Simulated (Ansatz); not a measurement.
Geometry optimisation of Mg5S4.

```yaml
crystal:
  periodic: [false, false, false]
  atoms:
    - {symbol: Mg, position_ang: [0.042740, 1.171660, -0.815180]}
    - {symbol: Mg, position_ang: [-1.280490, 0.136150, -0.118960]}
    - {symbol: Mg, position_ang: [1.682230, 0.540010, -0.344340]}
    - {symbol: Mg, position_ang: [-0.418950, -1.160950, 0.800620]}
    - {symbol: Mg, position_ang: [1.361380, -0.867890, 0.630110]}
    - {symbol: S, position_ang: [-2.060980, -1.032750, 0.680390]}
    - {symbol: S, position_ang: [1.487770, 1.857650, -1.265680]}
    - {symbol: S, position_ang: [-1.536950, 1.466500, -1.050300]}
    - {symbol: S, position_ang: [0.723250, -2.110380, 1.483350]}
basis:
  gaussian: {orbitals: def2-SVP}
hamiltonian: {xc: {name: B3LYP}, dispersion: d4}
scf: {lower_state_search: "off"}
output: {orbitals: {seedname: orbitals}}
relax: {f_tol: 0.02, max_steps: 100}
```

```sh
$ ansatz run in.yaml --threads 4 --pin off --events-out ev --progress --plain --max-ram 4787MiB
```

Shortened log:

```
Functional definition: B3LYP
mean field -70487.40131288 eV, -2590.3642201717 hartree, gradient 4.1e-6 eV, S^2 0.000000; 0 other end points of the search recorded, 0 dependent functions left out
relax step   1: F+E_penalty+E_count = -70488.52072261 eV  Δ(F+E_penalty+E_count) = +0.000e0 eV  max|allowed force component| = 3.594e1 eV/Å  Δτ_max = 0.0000 Å  (20 SCF iters, accepted)
mean field -70514.20959981 eV, -2591.3494065450 hartree, gradient 2.6e-6 eV, S^2 0.000000; 0 other end points of the search recorded, 0 dependent functions left out
relax step   2: F+E_penalty+E_count = -70515.25021259 eV  Δ(F+E_penalty+E_count) = -2.673e1 eV  max|allowed force component| = 1.949e1 eV/Å  Δτ_max = 0.1947 Å  (35 SCF iters, accepted)
mean field -70529.96925852 eV, -2591.9285633205 hartree, gradient 2.5e-6 eV, S^2 0.000000; 0 other end points of the search recorded, 0 dependent functions left out
relax step   3: F+E_penalty+E_count = -70530.92510079 eV  Δ(F+E_penalty+E_count) = -1.567e1 eV  max|allowed force component| = 9.756e0 eV/Å  Δτ_max = 0.1965 Å  (35 SCF iters, accepted)
mean field -70540.80820577 eV, -2592.3268872849 hartree, gradient 1.8e-6 eV, S^2 0.000000; 0 other end points of the search recorded, 0 dependent functions left out
relax step   4: F+E_penalty+E_count = -70541.66969342 eV  Δ(F+E_penalty+E_count) = -1.074e1 eV  max|allowed force component| = 5.571e0 eV/Å  Δτ_max = 0.1994 Å  (33 SCF iters, accepted)
mean field -70546.83937195 eV, -2592.5485285541 hartree, gradient 2.1e-6 eV, S^2 0.000000; 0 other end points of the search recorded, 0 dependent functions left out
relax step   5: F+E_penalty+E_count = -70547.62488014 eV  Δ(F+E_penalty+E_count) = -5.955e0 eV  max|allowed force component| = 4.352e0 eV/Å  Δτ_max = 0.1962 Å  (33 SCF iters, accepted)
mean field -70550.23225784 eV, -2592.6732148106 hartree, gradient 1.1e-6 eV, S^2 0.000000; 0 other end points of the search recorded, 0 dependent functions left out
relax step   6: F+E_penalty+E_count = -70550.95944559 eV  Δ(F+E_penalty+E_count) = -3.335e0 eV  max|allowed force component| = 3.173e0 eV/Å  Δτ_max = 0.1952 Å  (32 SCF iters, accepted)
mean field -70552.33790430 eV, -2592.7505958907 hartree, gradient 3.2e-6 eV, S^2 0.000000; 0 other end points of the search recorded, 0 dependent functions left out
relax step   7: F+E_penalty+E_count = -70553.01718583 eV  Δ(F+E_penalty+E_count) = -2.058e0 eV  max|allowed force component| = 2.239e0 eV/Å  Δτ_max = 0.1915 Å  (26 SCF iters, accepted)
mean field -70553.76661463 eV, -2592.8031000269 hartree, gradient 2.6e-6 eV, S^2 0.000000; 0 other end points of the search recorded, 0 dependent functions left out
relax step   8: F+E_penalty+E_count = -70554.40335341 eV  Δ(F+E_penalty+E_count) = -1.386e0 eV  max|allowed force component| = 1.483e0 eV/Å  Δτ_max = 0.1936 Å  (26 SCF iters, accepted)
mean field -70554.75912363 eV, -2592.8395740601 hartree, gradient 3.1e-6 eV, S^2 0.000000; 0 other end points of the search recorded, 0 dependent functions left out
relax step   9: F+E_penalty+E_count = -70555.35671373 eV  Δ(F+E_penalty+E_count) = -9.534e-1 eV  max|allowed force component| = 8.482e-1 eV/Å  Δτ_max = 0.1950 Å  (25 SCF iters, accepted)
mean field -70555.30726053 eV, -2592.8597177195 hartree, gradient 1.7e-6 eV, S^2 0.000000; 0 other end points of the search recorded, 0 dependent functions left out
relax step  10: F+E_penalty+E_count = -70555.87566184 eV  Δ(F+E_penalty+E_count) = -5.189e-1 eV  max|allowed force component| = 5.902e-1 eV/Å  Δτ_max = 0.1946 Å  (25 SCF iters, accepted)
mean field -70555.56475397 eV, -2592.8691804291 hartree, gradient 2.3e-6 eV, S^2 0.000000; 0 other end points of the search recorded, 0 dependent functions left out
relax step  11: F+E_penalty+E_count = -70556.11368889 eV  Δ(F+E_penalty+E_count) = -2.380e-1 eV  max|allowed force component| = 3.552e-1 eV/Å  Δτ_max = 0.1955 Å  (24 SCF iters, accepted)
mean field -70555.65833906 eV, -2592.8726196177 hartree, gradient 1.3e-6 eV, S^2 0.000000; 0 other end points of the search recorded, 0 dependent functions left out
relax step  12: F+E_penalty+E_count = -70556.20020448 eV  Δ(F+E_penalty+E_count) = -8.652e-2 eV  max|allowed force component| = 1.497e-1 eV/Å  Δτ_max = 0.2000 Å  (23 SCF iters, accepted)
mean field -70555.68482795 eV, -2592.8735930665 hartree, gradient 1.1e-6 eV, S^2 0.000000; 0 other end points of the search recorded, 0 dependent functions left out
relax step  13: F+E_penalty+E_count = -70556.22457125 eV  Δ(F+E_penalty+E_count) = -2.437e-2 eV  max|allowed force component| = 5.128e-2 eV/Å  Δτ_max = 0.1715 Å  (23 SCF iters, accepted)
mean field -70555.68603209 eV, -2592.8736373176 hartree, gradient 1.2e-6 eV, S^2 0.000000; 0 other end points of the search recorded, 0 dependent functions left out
relax step  14: F+E_penalty+E_count = -70556.22600689 eV  Δ(F+E_penalty+E_count) = -1.436e-3 eV  max|allowed force component| = 8.078e-3 eV/Å  Δτ_max = 0.0262 Å  (25 SCF iters, accepted)
Total energy: -70556.22635047 eV, -2592.8934936519 hartree
Atom 0 at     0.011540     2.498872    -1.740077 Å, force     0.004662     0.000304    -0.000124 eV/Å
Atom 1 at    -2.585754     0.309862    -0.264556 Å, force     0.002544    -0.000910     0.000683 eV/Å
Atom 2 at     2.844390     0.823090    -0.519581 Å, force    -0.005230     0.003993    -0.002879 eV/Å
Atom 3 at    -0.935744    -2.390463     1.647150 Å, force     0.004383     0.001411    -0.000900 eV/Å
Atom 4 at     2.401351    -1.451243     1.055974 Å, force    -0.008078    -0.004271     0.002821 eV/Å
Atom 5 at    -2.968139    -1.544475     1.019671 Å, force     0.002602    -0.000096     0.000115 eV/Å
Atom 6 at     2.292550     2.657865    -1.807781 Å, force    -0.001773     0.004021    -0.002834 eV/Å
Atom 7 at    -2.245846     2.169188    -1.553055 Å, force     0.000848     0.001166    -0.000796 eV/Å
Atom 8 at     1.185652    -3.072695     2.162266 Å, force     0.000042    -0.005619     0.003915 eV/Å
Dipole moment:     0.599896    -0.074299     0.063059 e Å
Checks for a lower state left out: stability, starts, cluster_reference, orbital_swaps, neighbouring_geometries, increment
```

It took 61 s on 4 threads of Arm Neoverse V2 on a shared host.

Another isomer (singlet) lies 2.03 eV lower at PBE0-D4/def2-TZVP; other spin states weren't run for this one.
